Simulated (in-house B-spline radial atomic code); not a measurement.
# Ionising the antimony ion Sb⁵⁺ with different functionals

Computed with a radial B-spline atomic code at the basis-set limit: scalar-relativistic (spin-free X2C) Hamiltonian, Fermi nucleus of rms radius 4.6802 fm, spin-polarised at highest spin, spherical fractional occupations for the functionals, the average over the highest-spin determinants for Hartree-Fock. The ionisation energy is the difference of two self-consistent energies, [Kr] 4d10 → [Kr] 4d9, without Breit or QED terms; ε is the level of the shell that loses the electron (its least bound occupied spin orbital). There is no spin-orbit coupling in this Hamiltonian.

Hybrids are left out here: with spherical fractional occupations of an open shell their exact exchange keeps a self-interaction that integer-occupation calculations don't have.

```json
{"method": "Hartree-Fock", "rung": "Hartree-Fock", "ΔSCF (eV)": "98.41", "-ε(4d) (eV)": "100.18"}
{"method": "LDA VWN5", "rung": "LDA", "ΔSCF (eV)": "99.76", "-ε(4d) (eV)": "89.85"}
{"method": "LDA PW92", "rung": "LDA", "ΔSCF (eV)": "?", "-ε(4d) (eV)": "?"}
{"method": "LDA exchange-only", "rung": "LDA", "ΔSCF (eV)": "97.78", "-ε(4d) (eV)": "87.93"}
{"method": "PBE", "rung": "GGA", "ΔSCF (eV)": "?", "-ε(4d) (eV)": "?"}
{"method": "PBEsol", "rung": "GGA", "ΔSCF (eV)": "99.51", "-ε(4d) (eV)": "89.60"}
{"method": "BLYP", "rung": "GGA", "ΔSCF (eV)": "99.35", "-ε(4d) (eV)": "89.45"}
{"method": "RPBE", "rung": "GGA", "ΔSCF (eV)": "99.49", "-ε(4d) (eV)": "89.58"}
{"method": "PW91", "rung": "GGA", "ΔSCF (eV)": "99.65", "-ε(4d) (eV)": "89.73"}
{"method": "BP86", "rung": "GGA", "ΔSCF (eV)": "99.61", "-ε(4d) (eV)": "89.70"}
{"method": "AM05", "rung": "GGA", "ΔSCF (eV)": "99.52", "-ε(4d) (eV)": "89.60"}
{"method": "OLYP", "rung": "GGA", "ΔSCF (eV)": "99.96", "-ε(4d) (eV)": "90.03"}
{"method": "TPSS", "rung": "meta-GGA", "ΔSCF (eV)": "99.53", "-ε(4d) (eV)": "89.64"}
{"method": "SCAN", "rung": "meta-GGA", "ΔSCF (eV)": "100.06", "-ε(4d) (eV)": "90.25"}
{"method": "r2SCAN", "rung": "meta-GGA", "ΔSCF (eV)": "100.13", "-ε(4d) (eV)": "90.31"}
{"method": "revTPSS", "rung": "meta-GGA", "ΔSCF (eV)": "99.47", "-ε(4d) (eV)": "89.57"}
```

(1) What does LDA PW92 give?

(2) What does PBE give?

(3) How do they compare with the NIST value?

## Answers

(1) ΔSCF 99.75 eV, and -ε(4d) = 89.84 eV.

(2) ΔSCF 99.55 eV, and -ε(4d) = 89.64 eV.

(3) NIST lists 99.51 eV ± 0.05 (measured, ground level to ground level). Errors run from -1.73 to +0.62 eV; PBEsol is closest (-0.00 eV), though others lie within the uncertainty of it, and part of that can be cancellation, since the calculations leave out spin-orbit coupling, Breit-QED terms, multiplet and fine-structure energies. Hartree-Fock also lacks correlation.
